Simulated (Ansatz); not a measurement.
Consider the cleavage of the B–B bond: `BB` + `C1N[SiH2]1` → `BN1C[SiH2]1` + BH₃.

Computed with Ansatz on PBE0-D4/def2-TZVP structures; ΔE is electronic, products minus reactants. CCSD(T)/CBS adds triple-zeta CCSD(T) − MP2 to the extrapolated MP2 energy (def2 sets, frozen cores). This one scheme is used for every species. Functionals use def2-TZVPP.

CCSD(T)/CBS gives -143.4 kJ/mol.

Problem. Another level gave -137.2 kJ/mol. Which?
A. r2SCAN0/def2-TZVPP
B. RPA@PBE/def2-TZVPP
C. CAM-B3LYP/def2-TZVPP
D. B97M-V/def2-TZVPP

Solution. A. r2SCAN0 -137.2, CAM-B3LYP -143.6, RPA@PBE/def2-TZVPP -150.2, B97M-V -125.6 kJ/mol.

Largest T1 diagnostic among the species: 0.014.

Leaving LDA and LC-ωPBE aside and taking each functional with its dispersion term where it has one, the values, not all of them listed here, spread over 23.4 kJ/mol, from BHLYP-D4 to B97M-V. LDA lies −5.3 kJ/mol from PBE without D4. From PBE to PBE0 (25 % exact exchange), in def2-TZVPP and without D4, ΔE moves by −5.2 kJ/mol.
